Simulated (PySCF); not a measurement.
Structure problem from calculated spectra and properties.

Formula: C5H10F2OSi.

| Item | Value |
| --- | --- |
| 13C NMR | chemical shifts (computed TMS as zero) by class: 119.8 (1 C), 70.1 (1 C), 29.6 (1 C), 24.8 (1 C), 12.1 (1 C) ppm [GIAO PBE0/pcSseg-1] |
| Triplet | lowest triplet excitation (Tamm–Dancoff): 6.79 eV [TDA PBE0/def2-SVPD] |
| UV, first state | lowest singlet excitation: 7.08 eV (175 nm, f = 0.005) [TDDFT PBE0/def2-SVPD] |
| XPS | Si2p3/2 106.9, C1s 290.1, C1s 290.7, C1s 290.7, C1s 292.0, C1s 295.7, O1s 537.6, F1s 693.1, F1s 693.1, Si1s 1846.7 eV [ΔSCF SCAN, pcX-2 on the ionised atom, pcseg-1 elsewhere, spin-free X2C, 2p3/2 from a spin–orbit splitting computed afterwards within the 2p shell] |
| Rotational structure | rotational constants A, B, C: 2.743, 0.814, 0.752 GHz [PBE0-D3(BJ)/def2-SVP] |
| UV, strongest line | among the 10 lowest singlet transitions: S4 at 7.85 eV (158 nm, f = 0.035) [TDDFT PBE0/def2-SVPD] |

The electronic properties come from PySCF, for the isolated species, density fitting. Levels stand in brackets. Isolated species at its PBE0-D3(BJ)/def2-SVP geometry (one conformer only). NMR classes are plain means over equivalent atoms (diastereotopic ones count apart unless rotation or inversion swaps them), as if these changed places fast.

Question: Propose a structure and show how it fits.

Answer: Numbering: `[F:1][CH:2]([F:3])[CH2:4][Si@@H:5]1[CH2:6][CH2:7][CH2:8][O:9]1`. Its formula, C5H10F2OSi, gives 1 degree of unsaturation: 1 ring and 0 π bonds in the structure found. 5 carbons fall into 5 classes; from least to most shielded: CHF2 carbon [C2] (119.8 ppm), ring sp3 carbon bound to oxygen [C8] (70.1 ppm), ring CH2 carbon [C7] (29.6 ppm), chain sp3 carbon bound to silicon [C4] (24.8 ppm), ring sp3 carbon bound to silicon [C6] (12.1 ppm). The core levels belong to: Si2p3/2 106.9 eV, oxygen-bound silicon [Si5]; C1s 290.1 eV, sp3 carbon bound to silicon [C6]; C1s 290.7 eV, sp3 carbon bound to silicon [C4]; C1s 290.7 eV, ring CH2 carbon [C7]; C1s 292.0 eV, sp3 carbon bound to oxygen [C8]; C1s 295.7 eV, CHF2 carbon [C2]; O1s 537.6 eV, silyl ether oxygen [O9]; F1s 693.1 eV, fluorine of a CF2 group [F3]; F1s 693.1 eV, fluorine of a CF2 group [F1]; Si1s 1846.7 eV, oxygen-bound silicon [Si5]. The optimised geometry has point group C1 and is an asymmetric top. Structure: `FC(F)C[Si@@H]1CCCO1`. Computed isomers that give other values at the same levels: `COC1(C(F)F)C[SiH2]C1` (13C chemical shifts (computed TMS as zero) by class: 122.8 (1 C), 80.2 (1 C), 52.1 (1 C), 15.7 (2 C) ppm); `FC(F)[C@H]1C[SiH2]CCO1` (lowest singlet excitation: 7.25 eV (171 nm, f = 0.011)); `FC(F)[SiH]1CCOCC1` (13C chemical shifts (computed TMS as zero) by class: 126.5 (1 C), 67.9 (2 C), 8.7 (2 C) ppm). The assignments are read from this structure; whether some other isomer fits the data as well wasn't checked. The mirror image fits equally.
